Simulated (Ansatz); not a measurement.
The cluster K4Na4, relaxed as a singlet with RKS B3LYP/def2-SVP in Ansatz, starting from the GFN2-xTB geometry. Force threshold 0.02 eV/Å.

The restricted singlet is unstable towards broken spin symmetry in Hartree–Fock (as tested in another run); at B3LYP/def2-SVP this wasn't settled. The structure comes from a short search, and lower isomers may exist.

Start:

```xyz
8

Na    3.2573    0.5011   -0.0750
Na    1.2336    2.8922    1.0491
Na   -1.0196    0.6443   -1.8351
Na   -1.5671   -1.9333    0.8504
K    -1.9599    3.5745    1.1309
K    -1.9667   -1.0149   -4.4297
K    -1.2511   -1.9927    4.0390
K     3.2736   -2.6712   -0.7296
```

Question: Estimate the energy that the relaxation releases and the steps that it takes.

Answer: 1.17 eV, in 22 steps; 3.4 min on 4 threads of Arm Neoverse N1 on a shared host. The force fell under the threshold at step 20, but the optimiser went on. No frequencies were taken in this run, so the end may be a saddle point.

Question: Does the start keep its bonding and symmetry?

Answer: Bonds lost: Na3–Na4 (atoms count from 1). Bonds formed: Na1–Na3, Na1–K7, Na2–Na3, Na2–K7, Na3–K8, Na4–K5, Na4–K6, Na4–K8 (atoms count from 1).

Question: Predict the relaxed structure.

Answer: 
| atom | x (Å) | y (Å) | z (Å) |
| --- | --- | --- | --- |
| Na1 | 3.3389 | 0.2839 | 0.5573 |
| Na2 | 0.8697 | 2.9699 | 1.4075 |
| Na3 | 0.8401 | 1.3386 | -1.7534 |
| Na4 | -2.2530 | -2.3021 | 0.6625 |
| K5 | -2.6038 | 1.7061 | 0.4330 |
| K6 | -1.9359 | -0.7017 | -3.3242 |
| K7 | 0.3321 | -0.6632 | 2.9900 |
| K8 | 1.4118 | -2.6315 | -0.9726 |
Bond lengths (bridged metal pairs left out): 11 × K–Na 3.79 to 4.31 Å; 4 × K–K 4.51 to 4.56 Å; 3 × Na–Na 3.56 to 3.75 Å.
